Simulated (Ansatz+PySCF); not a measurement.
Results of a calculation; reference values are marked as such.
Input for Ansatz (development build ahead of 0.2.0):

```yaml
crystal:
  periodic: [false, false, false]
  atoms:
    - { symbol: Fe, position_ang: [0.0, 0.0, 0.0] }
    - { symbol: F, position_ang: [0.0, 0.0, 1.8512] }
basis:
  gaussian: { orbitals: def2-SVP }
magnetization:
  spin_polarized: true
  initial_magnetization: 5
hamiltonian:
  xc: r2scan
scf:
  omitted_lower_state_checks: [starts, atomic_configurations, cluster_reference, orbital_swaps, given_window_search, neighbouring_geometries, increment]
```

The input is written out in the form of the current development build from the run's settings.

Results

```
Converged    : yes
Total energy : -1363.23317 hartree
```

Caution: other spin multiplicities were not run.
